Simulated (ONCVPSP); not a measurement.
## Which setting gave this result? (niobium, ONCV)

Base potential:

```
Element                 : Nb (Z = 41)
Generator               : ONCVPSP 4.0.1
Type                    : optimised norm-conserving Vanderbilt (ONCV)
Functional              : PBE
Relativity              : scalar-relativistic
Frozen core             : [Ar] 3d10
Valence charge          : 13
Reference configuration : 4s2 4p6 4d4 5s0.75 5p0.25
Partial waves           : 4s+5s: rc 1.50 bohr, ncon 4, nbas 9, qcut 6.7 1/bohr, 2 projectors; 4p+5p: rc 1.90 bohr, ncon 4, nbas 7, qcut 8 1/bohr, 2 projectors; 4d: rc 2.90 bohr, ncon 5, nbas 9, qcut 5.2 1/bohr, 2 projectors, debl 1 Ha
Local potential         : polynomial inside 1.25 bohr (lpopt 5, dvloc0 0 Ha)
Core correction         : Teter function, fcfact 2.25, rcfact 1.45
```

Cutoffs, loose and tight: the cutoffs (Ha) at which the residual kinetic energy of the hardest occupied pseudo-wave falls to 1 and 0.1 mHa per electron. They do not see the model core or the augmentation charge, which bear on the density cutoff. Test errors are all-electron minus pseudo excitation energies from the reference, over the configurations 4s2 4p6 4d4 5s1 5p0; 4s2 4p6 4d4 5s0 5p0; 4s2 4p6 4d3 5s0 5p0; 4s2 4p6 4d3 5s2 5p0; variants that change the core or the reference have their own tests. The largest error is taken over the tests solved by every variant that gives reliable tests at all, those not shown here included: 4s2 4p6 4d3 5s2 5p0; 4s2 4p6 4d4 5s0 5p0; 4s2 4p6 4d4 5s1 5p0.

Only the scale of all radii but the core radius (base = 1) is moved:

| scale of all radii but the core radius (base = 1) | cutoff, loose | cutoff, tight | bound ghosts | largest test error (meV) |
| --- | --- | --- | --- | --- |
| 0.77 | 32 Ha | 149 Ha | none | +5.3 |
| 0.84 | 23 Ha | 123 Ha | none | +8.8 |
| 0.93 | 20 Ha | 60 Ha | none | +15 |
| 1.06 | 18 Ha | 22 Ha | none | +27 |
| 1.1 | 17 Ha | 20 Ha | none | +32 |
| 1.2 | 16 Ha | 19 Ha | none | +45 |
| 1.23 | 16 Ha | 18 Ha | d | +51 |
| 1.34 | 14 Ha | 17 Ha | none | +70 |

Question: One more run gave cutoff, loose: 19 Ha; cutoff, tight: 30 Ha; bound ghosts: none; largest test error (meV): +20 over the solved tests; 1 of 4 tests not solved or not reliable. Which value of the scale of all radii but the core radius (base = 1) was used?

Answer: 0.99. The tight cutoff moves one way along this sweep, from 149 Ha at 0.77 to 17 Ha at 1.34, which places the run between 0.93 and 1.06.
